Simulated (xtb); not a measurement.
C₃H₉O₂ (SMILES CC([OH2+])CO), charge +1, singlet, geometry from GFN2-xTB; GFN2-xTB (xtb 6.7.1).

xtb was given this input:
```
$ xtb mol.xyz --gfn 2 --chrg 1 --json

# file mol.xyz
14

C      0.88096515    -1.31356372     1.08437026
C      0.47817047    -0.43311598    -0.07346320
O      0.89052902     0.96818331     0.20113453
C     -1.04045088    -0.30418804    -0.27166610
O     -1.20882763     0.94281853    -0.93845773
H      0.47239610    -0.93190040     2.01595391
H      1.96219745    -1.37075831     1.17191929
H      0.50036070    -2.31791870     0.92489965
H      0.95009135    -0.75251594    -1.00657077
H      1.75497521     1.18686486    -0.19095668
H      0.10483744     1.45168314    -0.27859208
H     -1.55023179    -0.29765239     0.69751965
H     -1.41975037    -1.13193438    -0.87449156
H     -2.14059578     1.18132399    -0.99654137
```

It wrote (shortened):

```
   ID    Z sym.   atoms
    1    6 C      1, 2, 4
    2    8 O      3, 5
    3    1 H      6-14

           -------------------------------------------------
          |                Calculation Setup                |
           -------------------------------------------------

           -------------------------------------------------
          |                 G F N 2 - x T B                 |
           -------------------------------------------------

          ...................................................
          :                      SETUP                      :
          :.................................................:
          :  # basis functions                  29          :
          :  # atomic orbitals                  29          :
          :  # shells                           19          :
          :  # electrons                        32          :
          :  max. iterations                   250          :
          :  Hamiltonian                  GFN2-xTB          :
          :  restarted?                      false          :
          :  GBSA solvation                  false          :
          :  PC potential                    false          :
          :  electronic temp.          300.0000000     K    :
          :  accuracy                    1.0000000          :
          :  -> integral cutoff          0.2500000E+02      :
          :  -> integral neglect         0.1000000E-07      :
          :  -> SCF convergence          0.1000000E-05 Eh   :
          :  -> wf. convergence          0.1000000E-03 e    :
          :  Broyden damping             0.4000000          :
          :  net charge                          1          :
          :  unpaired electrons                  0          :
          ...................................................

 iter      E             dE          RMSdq      gap      omega  full diag
   1    -18.8345139 -0.188345E+02  0.372E+00    9.88       0.0  T
   2    -18.8517586 -0.172446E-01  0.234E+00    9.06       1.0  T
   3    -18.8531678 -0.140926E-02  0.669E-01    8.86       1.0  T
   4    -18.8541107 -0.942884E-03  0.180E-01    8.75       1.0  T
   5    -18.8541874 -0.766688E-04  0.705E-02    8.85       1.0  T
   6    -18.8541915 -0.412295E-05  0.205E-02    8.86       1.3  T
   7    -18.8541922 -0.705679E-06  0.615E-03    8.87       4.3  T
   8    -18.8541922 -0.191839E-07  0.166E-03    8.86      16.1  T
   9    -18.8541923 -0.717038E-08  0.405E-04    8.86      65.9  T
[...]
         :: total energy             -18.675342204620 Eh    ::
[...]
    13   1 H        0.924     0.092     1.857     2.131
    14   1 H        0.805     0.340     0.613     1.229

 Mol. C6AA /au·bohr⁶  :       1078.504455
 Mol. C8AA /au·bohr⁸  :      22280.995921
 Mol. α(0) /au        :         47.764794

Wiberg/Mayer (AO) data.
largest (>0.10) Wiberg bond orders for each atom

 ---------------------------------------------------------------------------
     #   Z sym  total        # sym  WBO       # sym  WBO       # sym  WBO
 ---------------------------------------------------------------------------
     1   6 C    3.968 --     2 C    1.021     6 H    0.975     7 H    0.975
                             8 H    0.965
     2   6 C    3.857 --     1 C    1.021     4 C    0.991     9 H    0.962
                             3 O    0.852
     3   8 O    2.469 --     2 C    0.852    10 H    0.840    11 H    0.686
     4   6 C    3.935 --     2 C    0.991     5 O    0.985    12 H    0.966
                            13 H    0.965
     5   8 O    2.056 --     4 C    0.985    14 H    0.864    11 H    0.123
     6   1 H    0.991 --     1 C    0.975
     7   1 H    0.991 --     1 C    0.975
     8   1 H    0.990 --     1 C    0.965
     9   1 H    0.991 --     2 C    0.962
    10   1 H    0.852 --     3 O    0.840
    11   1 H    0.819 --     3 O    0.686     5 O    0.123
    12   1 H    0.993 --     4 C    0.966
    13   1 H    0.991 --     4 C    0.965
    14   1 H    0.884 --     5 O    0.864
 ---------------------------------------------------------------------------

Topologies differ in total number of bonds
Writing topology from bond orders to xtbtopo.mol

molecular dipole:
                 x           y           z       tot (Debye)
 q only:        0.483       0.594      -0.158
   full:        0.364       0.730      -0.362       2.270
molecular quadrupole (traceless):
                xx          xy          yy          xz          yz          zz
 q only:        5.020       0.771       1.230       1.091      -2.748      -6.250
  q+dip:        7.631       0.785      -0.981       0.184      -1.818      -6.650
   full:        7.431       0.815      -0.110       0.505      -2.413      -7.321

           -------------------------------------------------
          | TOTAL ENERGY              -18.675342204620 Eh   |
          | GRADIENT NORM               0.000095140828 Eh/α |
          | HOMO-LUMO GAP               8.864684419516 eV   |
           -------------------------------------------------

normal termination of xtb
```
